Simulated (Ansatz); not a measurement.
The cluster Si₂Ge₃, relaxed as a quintet with UKS PBE-D4/def2-SVP in Ansatz, starting from the PBE-D4/def2-SVP geometry of the neutral singlet. Force threshold 0.02 eV/Å.

At PBE-D4/def2-SVP a singlet of charge 0 lies 2.12 eV below the quintet, each at its own geometry. The structure comes from a short search, and lower isomers may exist.

Start:

Cartesian coordinates in Å:
```
Si 1.129 -0.571 0.403
Si -1.079 0.684 0.367
Ge -0.059 1.035 -1.752
Ge -0.131 -1.465 -1.407
Ge 0.139 0.317 2.389
```

```json
{"step": "1", "energy (eV)": "-185247.9869", "largest force component (eV/Å)": "1.393", "SCF passes": "39"}
{"step": "2", "energy (eV)": "-185248.2761", "largest force component (eV/Å)": "0.593", "SCF passes": "39"}
{"step": "3", "energy (eV)": "-185248.5321", "largest force component (eV/Å)": "0.495", "SCF passes": "42"}
{"step": "4", "energy (eV)": "-185248.5403", "largest force component (eV/Å)": "0.802", "SCF passes": "36"}
{"step": "5", "energy (eV)": "-185248.6489", "largest force component (eV/Å)": "0.263", "SCF passes": "31"}
{"step": "6 (rejected)", "energy (eV)": "-185248.6006", "largest force component (eV/Å)": "0.481", "SCF passes": "31"}
{"step": "7", "energy (eV)": "-185248.6805", "largest force component (eV/Å)": "0.077", "SCF passes": "29"}
{"step": "8", "energy (eV)": "-185248.6824", "largest force component (eV/Å)": "0.019", "SCF passes": "25"}
```

Force components are those of the run's own axes.

End:

```tsv
atom	x (Å)	y (Å)	z (Å)
Si1	1.338	-0.225	0.221
Si2	-1.252	0.502	0.275
Ge3	0.256	1.029	-1.528
Ge4	-0.468	-1.575	-1.280
Ge5	0.127	0.270	2.313
```

Bonds formed: Si1–Ge3, Si2–Ge4 (atoms count from 1).

No frequencies were taken in this run, so the end may be a saddle point.

It took 14 s on 4 threads of Intel Xeon on a shared host.
